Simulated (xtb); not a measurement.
AgI, singlet, from a rough starting geometry (GFN-xTB shapes and energies of metal compounds can be far from the true ones); GFN2-xTB in xtb 6.7.1.

The xtb input:
```
$ xtb mol.xyz --gfn 2 --opt vtight --json

# file mol.xyz
2

Ag    -0.86085108    -0.58478066    -0.66254672
I      0.85197781     0.60055590     0.76570479
```

The log (banner, timings and long lists left out):

```
   ID    Z sym.   atoms
    1   47 Ag     1
    2   53 I      2

           -------------------------------------------------
          |                Calculation Setup                |
           -------------------------------------------------

           -------------------------------------------------
          |                 G F N 2 - x T B                 |
           -------------------------------------------------

          ...................................................
          :                      SETUP                      :
          :.................................................:
          :  # basis functions                  20          :
          :  # atomic orbitals                  18          :
          :  # shells                            6          :
          :  # electrons                        18          :
          :  max. iterations                   250          :
          :  Hamiltonian                  GFN2-xTB          :
          :  restarted?                      false          :
          :  GBSA solvation                  false          :
          :  PC potential                    false          :
          :  electronic temp.          300.0000000     K    :
          :  accuracy                    1.0000000          :
          :  -> integral cutoff          0.2500000E+02      :
          :  -> integral neglect         0.1000000E-07      :
          :  -> SCF convergence          0.1000000E-05 Eh   :
          :  -> wf. convergence          0.1000000E-03 e    :
          :  Broyden damping             0.4000000          :
          :  net charge                          0          :
          :  unpaired electrons                  0          :
          ...................................................

 iter      E             dE          RMSdq      gap      omega  full diag
   1     -7.7266283 -0.772663E+01  0.171E+01    2.70       0.0  T
   2     -7.7740112 -0.473829E-01  0.588E+00    3.89       1.0  T
   3     -7.7767641 -0.275289E-02  0.511E+00    4.11       1.0  T
   4     -7.7782401 -0.147596E-02  0.257E+00    4.41       1.0  T
   5     -7.7785435 -0.303388E-03  0.950E-01    4.32       1.0  T
   6     -7.7787992 -0.255752E-03  0.358E-01    4.43       1.0  T
   7     -7.7787969  0.229091E-05  0.250E-01    4.42       1.0  T
   8     -7.7788236 -0.266439E-04  0.451E-02    4.39       1.6  T
   9     -7.7788237 -0.144802E-06  0.128E-02    4.39       5.5  T
  10     -7.7788238 -0.202547E-07  0.356E-03    4.39      19.9  T
  11     -7.7788238 -0.266560E-08  0.426E-04    4.39     166.1  T
  12     -7.7788238 -0.440732E-10  0.596E-05    4.39    1186.1  T

   *** convergence criteria satisfied after 12 iterations ***

         :::::::::::::::::::::::::::::::::::::::::::::::::::::
         ::                     SUMMARY                     ::
         :::::::::::::::::::::::::::::::::::::::::::::::::::::
         :: total energy              -7.763952007134 Eh    ::
         :: gradient norm              0.014493451258 Eh/a0 ::
         :: HOMO-LUMO gap              4.392936490034 eV    ::
         ::.................................................::
         :: SCC energy                -7.778823753257 Eh    ::
         :: -> isotropic ES            0.005371350242 Eh    ::
         :: -> anisotropic ES         -0.000611979055 Eh    ::
         :: -> anisotropic XC         -0.022757554285 Eh    ::
         :: -> dispersion             -0.001108240580 Eh    ::
         :: repulsion energy           0.014871746123 Eh    ::
         :: add. restraining           0.000000000000 Eh    ::
         :: total charge              -0.000000000000 e     ::
         :::::::::::::::::::::::::::::::::::::::::::::::::::::

      -----------------------------------------------------------
     |                   =====================                   |
     |                        A N C O P T                        |
[...]
 * total energy  :    -7.7639520 Eh     change       -0.9858780E-12 Eh
 * total energy  :    -7.7583310 Eh     change        0.5621005E-02 Eh
 * total energy  :    -7.7641449 Eh     change       -0.5813865E-02 Eh
 * total energy  :    -7.7642693 Eh     change       -0.1244198E-03 Eh
 * total energy  :    -7.7643499 Eh     change       -0.8065700E-04 Eh
 * total energy  :    -7.7643504 Eh     change       -0.4165993E-06 Eh
 * total energy  :    -7.7643505 Eh     change       -0.9397521E-07 Eh
   *** GEOMETRY OPTIMIZATION CONVERGED AFTER 7 ITERATIONS ***
         :: total energy              -7.764350453786 Eh    ::
[...]
         :: -> anisotropic XC         -0.022840453544 Eh    ::
         :: -> dispersion             -0.001107767169 Eh    ::
         :: repulsion energy           0.011732352333 Eh    ::
         :: add. restraining           0.000000000000 Eh    ::
         :: total charge              -0.000000000000 e     ::
         :::::::::::::::::::::::::::::::::::::::::::::::::::::

           -------------------------------------------------
          |                Property Printout                |
           -------------------------------------------------

    * Orbital Energies and Occupations

         #    Occupation            Energy/Eh            Energy/eV
      -------------------------------------------------------------
         1        2.0000           -0.7280333             -19.8108
         2        2.0000           -0.4541759             -12.3588
         3        2.0000           -0.4207545             -11.4493
         4        2.0000           -0.4207545             -11.4493
         5        2.0000           -0.3971642             -10.8074
         6        2.0000           -0.3971642             -10.8074
         7        2.0000           -0.3939884             -10.7210
         8        2.0000           -0.3939884             -10.7210
         9        2.0000           -0.3935681             -10.7095 (HOMO)
        10                         -0.2353562              -6.4044 (LUMO)
        11                         -0.1023513              -2.7851
        12                         -0.1023513              -2.7851
        13                          0.0371055               1.0097
        14                          0.0371055               1.0097
        15                          0.0741068               2.0165
        16                          0.0908958               2.4734
        17                          0.0908958               2.4734
        18                          0.6834202              18.5968
      -------------------------------------------------------------
                  HL-Gap            0.1582119 Eh            4.3052 eV
             Fermi-level           -0.3144621 Eh           -8.5569 eV

     #   Z          covCN         q      C6AA      α(0)
     1  47 Ag       0.869     0.176   255.018    33.150
     2  53 I        0.869    -0.176   384.862    33.866

 Mol. C6AA /au·bohr⁶  :       1260.935898
 Mol. C8AA /au·bohr⁸  :     114121.818674
 Mol. α(0) /au        :         67.015862

Wiberg/Mayer (AO) data.
largest (>0.10) Wiberg bond orders for each atom

 ---------------------------------------------------------------------------
     #   Z sym  total        # sym  WBO       # sym  WBO       # sym  WBO
 ---------------------------------------------------------------------------
     1  47 Ag   1.362 --     2 I    1.362
     2  53 I    1.362 --     1 Ag   1.362
 ---------------------------------------------------------------------------

Topologies differ in total number of bonds
Writing topology from bond orders to xtbtopo.mol

molecular dipole:
                 x           y           z       tot (Debye)
 q only:       -0.578      -0.400      -0.482
   full:       -2.231      -1.544      -1.860       8.360
molecular quadrupole (traceless):
                xx          xy          yy          xz          yz          zz
 q only:        0.063      -0.008       0.030      -0.078      -0.069      -0.093
  q+dip:        0.537       0.712      -0.147       0.592       0.352      -0.390
   full:        0.267       0.033       0.094      -0.226      -0.214      -0.361

optimized geometry written to: xtbopt.xyz

           -------------------------------------------------
          | TOTAL ENERGY               -7.764350453786 Eh   |
          | GRADIENT NORM               0.000000826975 Eh/α |
          | HOMO-LUMO GAP               4.305164712001 eV   |
           -------------------------------------------------

normal termination of xtb
```
